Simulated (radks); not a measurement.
Values are calculated unless marked as measured or tabulated.
Species: Ti XXII. Configuration: 1s1.

Code: a radial shooting solver on a logarithmic mesh with Libxc functionals. Model: Dirac Kohn-Sham, BLYP, spin-unpolarised, spherical densities, finite nucleus; Fermi nuclear charge, rms radius 3.5921 fm.

Energy parts (hartree):
| part | energy |
|---|---|
| total | -242.39848 |
| kinetic | 245.58063 |
| electron-nucleus | -489.15650 |
| Hartree | 6.91796 |
| exchange-correlation | -5.74057 |

Orbitals (lengths in bohr, moments of r in powers of bohr; <r^-3> diverges for s and p1/2; r(max) is where P^2 peaks):
\begin{tabular}{lrrrrrrr}
orbital & occ. & eigenvalue (hartree) & <r> & r(max) & <1/r> & <r^-3> & small-component weight \\ \hline
1s1/2 & 1 & -236.9542 & 0.06786 & 0.04491 & 22.23 & - & 6.45e-03 \\
\end{tabular}

The highest occupied level is 1s1/2 at -6447.9 eV. The electron density at the nucleus is 4016 e/bohr^3.
